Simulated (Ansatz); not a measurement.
Q: Name a neutral molecule of C, F, N, O, Si, Zr and H with size of the dipole moment (B3LYP/def2-TZVPP) between 2.15 and 2.45 D and HOMO–LUMO gap (PBE/def2-TZVPP) between 4.10 and 4.40 eV (Ansatz, PBE0-D4/def2-TZVP geometry).

A: `C[N](C)[Zr]([NH2])([F])[O][SiH3]` (2.25 D, 4.10 eV). Other molecules can fit too; these were computed, each in one conformer that needn't be the lowest.

B3LYP here is the variant with VWN-RPA as its local correlation; programs differ in this.
